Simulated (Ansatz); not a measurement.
In₇Sb₈. Charge 0, multiplicity 2. Geometry PBE-D4/def2-SVP; atoms count from 1.

```xyz
15

In   -0.164    1.594   -2.948
In   -0.648    3.497    0.702
In    0.775   -2.544   -2.258
In   -2.457   -0.865   -2.756
In    2.213    1.347    1.539
In   -3.329    0.139    1.748
In   -0.429   -2.005    3.339
Sb    3.135   -1.258    0.475
Sb   -0.402    1.040    2.914
Sb    2.613    0.240   -1.961
Sb    1.951    2.888   -1.077
Sb   -2.623    1.668   -0.889
Sb   -0.371    0.115    0.072
Sb   -1.464   -2.555    0.126
Sb    1.201   -3.300    0.974
```

In the def2 sets In, Sb take a core potential; there is no spin–orbit coupling. Single mean-field runs in def2-TZVP are fitted with def2-universal-jkfit. The structure comes from a short search, and lower isomers may exist.

**Question.** Estimate the Mulliken populations from the PBE0/def2-TZVP orbitals of Ansatz.

**Answer.** 
```
atom  charge (e)  spin (α − β)
 In1        0.16          0.06
 In2        0.24         -0.01
 In3        0.22          0.08
 In4        0.23          0.05
 In5        0.23          0.01
 In6        0.27          0.00
 In7        0.23         -0.02
 Sb8       -0.07         -0.03
 Sb9       -0.26          0.33
Sb10       -0.03          0.39
Sb11       -0.21          0.01
Sb12       -0.29          0.10
Sb13       -0.38         -0.02
Sb14       -0.18          0.02
Sb15       -0.14          0.01
```
Mulliken values and Mayer orders depend strongly on the basis.

**Question.** Where does the spin sit?

**Answer.** Summed by element: In 0.18, Sb 0.82, of 1 unpaired in all. Largest on single atoms: Sb10 0.39, Sb9 0.33, Sb12 0.10.

**Question.** And the Mayer bond orders between bonded heavy atoms (over 0.3)?

**Answer.** In1–Sb10 0.32 (3.24 Å); In1–Sb11 0.53 (3.11 Å); In1–Sb12 0.37 (3.21 Å); In2–Sb9 0.33 (3.32 Å); In2–Sb11 0.42 (3.21 Å); In2–Sb12 0.42 (3.13 Å); In3–Sb10 0.31 (3.35 Å); In3–Sb14 0.37 (3.27 Å); In3–Sb15 0.33 (3.35 Å); In4–Sb12 0.49 (3.15 Å); In5–Sb8 0.66 (2.96 Å); In5–Sb9 0.58 (2.97 Å); In5–Sb11 0.57 (3.05 Å); In6–Sb9 0.33 (3.28 Å); In6–Sb12 0.46 (3.13 Å); In7–Sb9 0.51 (3.07 Å); In7–Sb15 0.45 (3.15 Å); Sb8–Sb10 0.89 (2.91 Å); Sb8–Sb15 1.02 (2.86 Å); Sb9–Sb13 0.77 (2.99 Å); Sb10–Sb11 0.94 (2.87 Å); Sb12–Sb13 0.93 (2.90 Å); Sb13–Sb14 0.80 (2.89 Å); Sb14–Sb15 0.90 (2.89 Å).
